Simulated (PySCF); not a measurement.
Compound: Co(SH)2 (quartet state).
Structure used (PBE0-D3(BJ)/def2-SVP), in Å, numbered top down from 1:
```xyz
5
CoH2S2 angstrom
Co    -0.0005    0.0043   -0.0003
S     -0.0344    0.1210    2.1822
H      1.2618    0.5043    2.2775
S      0.0317   -0.1127   -2.1833
H     -1.2586   -0.5170   -2.2760
```

Computed, not measured: PBE0-D3(BJ)/def2-SVP geometry optimisation, gas phase (PySCF).

Which atoms are bound to Co1, and at what distances?

2 atoms: S2 2.186 Å, S4 2.186 Å. The nearest atom not counted as bound is H3, at 2.65 Å (others tie with it).

What is the shape at Co1?

Linear: angle 180.0°.

What are the other bond lengths?

S2–H3, S4–H5 1.355 Å.

What are the rotational constants (commonest isotopes, rigid rotor)?

A = 141980, B = 1598, C = 1580 MHz: a near-prolate asymmetric top.

Point group: C2h (every atom within 0.08 Å of its image). Charge 0, quartet. ⟨S²⟩ = 3.760 (exact for a quartet: 3.75). Stationary, but not proved a minimum.

The run took 68 s on an x86-64 server with one thread, on a shared host. That covers the optimisation of the geometry.

Neither the SCF state along the optimisation nor the shape of the open-shell metal species was proved the lowest: other solutions of the same spin, or a structure of lower symmetry, can lie below.
